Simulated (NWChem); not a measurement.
Species: SnH3 cation; SMILES [SnH3+]

Program: NWChem. Medium grid unless said otherwise, to which SCAN and Minnesota functionals are sensitive. Coordinates come from a PBE-D3(BJ)/def2-SVP optimisation. def2 effective core potentials on Sn; no spin-orbit coupling. Hybrids' shares of exact exchange are those that their runs print; pure functionals count as 0. The functionals differ in more than this share.

```csv
row,share of exact exchange,orbital gap (eV)
PBE/def2-SVP,0.00,4.51
PW91/def2-SVP,0.00,4.49
B3LYP/def2-SVP,0.20,withheld
r2SCAN0/def2-SVP,0.25,7.01
BHandHLYP/def2-SVP,0.50,8.57
M06-2X/def2-SVP,0.54,8.42
```

**Question.** Fit a straight line of the last column on the one before it, predict the withheld value, and compare with the run.

**Answer.** 
1. Means of the 5 shown rows: x = 0.258, y = 6.600. Slope Σ(x − x̄)(y − ȳ)/Σ(x − x̄)² = 2.070/0.2713 = 7.632; intercept 4.631.
2. The shown rows scatter about the line by 0.276 (root mean square); the largest residual is +0.47, at r2SCAN0/def2-SVP.
3. At x = 0.20 (B3LYP/def2-SVP; inside the shown range) the line gives 6.16.
4. The run gives 6.09, -0.07 from the line, 0.3 times the scatter.
